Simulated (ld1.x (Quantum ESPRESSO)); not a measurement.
# Reading a pseudo-wave (Al (Z = 13))

Columns: radius, all-electron u(r) and pseudo u(r) of the 3p shell (level -9.17 eV) of aluminium in the configuration [Ne] 3s2 3p0; LDA (PZ), non-relativistic, PAW scheme, ld1.x (Quantum ESPRESSO) 7.5.

```tsv
r (bohr)	all-electron	pseudo
0.135	0.1337	-0.0071
0.270	0.2469	-0.0280
0.405	0.2579	-0.0615
0.540	0.1999	-0.1058
0.675	0.1071	-0.1585
0.810	0.0011	-0.2168
0.945	-0.1054	-0.2779
1.080	-0.2055	-0.3389
1.215	-0.2957	-0.3973
1.350	-0.3744	-0.4510
1.485	-0.4412	-0.4982
1.620	-0.4964	-0.5380
1.755	-0.5404	-0.5699
1.890	-0.5741	-0.5939
2.025	-0.5982	-0.6106
2.160	-0.6138	-0.6206
2.295	-0.6218	-0.6249
2.430	-0.6233	-0.6242
2.565	-0.6190	-0.6191
2.700	-0.6099	-0.6099
2.835	-0.5967	-0.5967
2.970	-0.5804	-0.5804
3.105	-0.5614	-0.5614
3.240	-0.5404	-0.5404
3.375	-0.5180	-0.5180
3.510	-0.4945	-0.4945
```

How many radial nodes do the two functions have?

The all-electron 3p function has n − l − 1 = 1; the pseudo-wave has 0, since the states of the same l below it are removed with the core.

At about which radius was the pseudo-wave matched?

2.70 bohr. The columns agree to 0.0005 from 2.56 bohr on; several derivatives are matched, so the curves merge somewhat inside the radius.

Is the pseudo-wave norm-conserving?

No, it belongs to a PAW set: the norm inside the radius is not constrained, and the difference is carried by the augmentation charge.
